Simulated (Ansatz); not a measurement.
Consider the substitution at a C–S bond: `CO[SiH](Cl)SC` + `[NH2][Mg][SH]` → `C[S][Mg][NH2]` + `CO[SiH](S)Cl`.

Gas-phase electronic energies from Ansatz, PBE0-D4/def2-TZVP geometries. CCSD(T)/CBS adds triple-zeta CCSD(T) − MP2 to the extrapolated MP2 energy (def2 sets, frozen cores). Functionals use def2-TZVPP. For Mg outer-core shells are correlated without core-valence functions, which leaves a few kJ/mol of doubt a bond. Each species was taken in one conformer, which may not be the lowest.

Q: Is it downhill or uphill in electronic energy at CCSD(T)/CBS, and by how much? (Best estimate.)

A: Ansatz gave: Uphill: ΔE = +23.3 kJ/mol.

Q: What do these levels give: r2SCAN, SCS-MP2/def2-TZVPP, SCS-MP2/def2-QZVPP, HF/CBS(def2), MP2/CBS(def2), CCSD/CBS(def2)? (Best estimate.)

A: Computed: r2SCAN 23.4, SCS-MP2/def2-TZVPP 22.6, SCS-MP2/def2-QZVPP 22.9, HF/CBS(def2) 22.4, MP2/CBS(def2) 24.2, CCSD/CBS(def2) 23.1 kJ/mol.

Largest T1 diagnostic among the species: 0.011.

The D4 term adds +3.6 kJ/mol with B3LYP and +2.1 kJ/mol with PBE0; it sums over pairs of atoms, weighted by their polarisabilities, and B3LYP, whose exchange is more repulsive, gets the larger term.

B3LYP here is the variant with VWN-RPA as its local correlation; programs differ in this.
